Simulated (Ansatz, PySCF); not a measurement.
Si(CF3)(H)3 (CH3F3Si), SMILES FC(F)(F)[SiH3].

Coordinates come from a ωB97X-D3(BJ)/def2-SVP optimisation.

Vertical ionisation energy (IE) and electron affinity (EA) in eV. Rows of orbital energies are one-electron estimates. Where ΔSCF, EOM or ADC give a negative EA the extra electron is unbound and the value depends on the basis.

```tsv
level	IE	EA
−ε(HOMO), −ε(LUMO), CAM-B3LYP/def2-TZVP (PySCF)	11.13	-1.02
ΔSCF, PBE0/def2-SVPD (Ansatz), final states of multiplicity 2 and 2	12.13	-1.49
```

Question: What vertical singlet–triplet gap does ΔSCF give with PBE0/def2-SVPD (Ansatz, a first-principles code)? (Estimate from the structure and the level; the computed values follow.)

Answer: 8.04 eV (triplet above singlet where positive).
